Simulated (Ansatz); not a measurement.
Potential energy curve for C4H12Ge, SMILES C[C](C)([GeH3])C. The C2–C14 bond (C2 also carries C, C, Ge; C14 carries H, H, H) is varied alone, starting from the PBE0/def2-SVP optimised geometry.

RKS-PBE = restricted PBE/def2-SVP (Ansatz, a quantum-chemistry and plane-wave program); UKS-PBE = unrestricted PBE/def2-SVP run with Ansatz; UKS-B3LYP = unrestricted B3LYP/def2-SVP in Ansatz; UKS-PBE0 = unrestricted PBE0/def2-SVP run with Ansatz.

Energies relative to the lowest point of each curve near equilibrium, in eV; the last columns give the difference from UKS-PBE0:

```csv
R / Å,RKS-PBE,UKS-PBE,UKS-B3LYP,UKS-PBE0,RKS-PBE − UKS-PBE0,UKS-PBE − UKS-PBE0,UKS-B3LYP − UKS-PBE0
1.25,1.904,1.904,1.907,1.862,0.043,0.043,0.045
1.34,0.756,0.756,0.755,0.716,0.040,0.040,0.039
1.42,0.233,0.233,0.231,0.206,0.027,0.027,0.026
1.48,0.051,0.051,0.050,0.038,0.014,0.014,0.013
1.53,0.000,0.000,0.000,0.000,0.000,0.000,0.000
1.57,0.009,0.009,0.011,0.021,-0.012,-0.012,-0.011
1.63,0.087,0.087,0.092,0.120,-0.032,-0.032,-0.028
1.75,0.398,0.398,0.411,0.476,-0.078,-0.078,-0.066
1.83,0.673,0.673,0.692,0.783,-0.111,-0.111,-0.092
2.04,1.480,1.480,1.523,1.682,-0.202,-0.202,-0.159
2.22,2.162,2.162,2.229,2.442,-0.281,-0.281,-0.213
2.51,3.115,3.115,3.229,3.517,-0.402,-0.402,-0.288
2.84,3.942,3.930,3.939,4.186,-0.244,-0.256,-0.248
3.19,4.561,4.337,4.233,4.451,0.111,-0.113,-0.217
3.77,5.190,4.547,4.385,4.582,0.608,-0.035,-0.197
4.47,5.572,4.607,4.425,4.618,0.954,-0.011,-0.193
```

RKS-PBE is furthest from UKS-PBE0 at 4.47 (0.954 eV, above); its mean absolute difference over the points is 0.197 eV.

UKS-PBE is furthest from UKS-PBE0 at 2.51 (-0.402 eV, below); its mean absolute difference over the points is 0.104 eV.

UKS-B3LYP is furthest from UKS-PBE0 at 2.51 (-0.288 eV, below); its mean absolute difference over the points is 0.115 eV.

The restricted form behind RKS-PBE keeps the bonding electrons paired and can't separate into open-shell fragments. The unrestricted determinant behind UKS-PBE, UKS-B3LYP is spin-contaminated at 2.84 to 4.47 Å (<S²> up to 1.0, against 0.00 for a pure singlet). The unrestricted determinant behind UKS-PBE0 is spin-contaminated at 2.51 to 4.47 Å (<S²> up to 1.0, against 0.00 for a pure singlet).
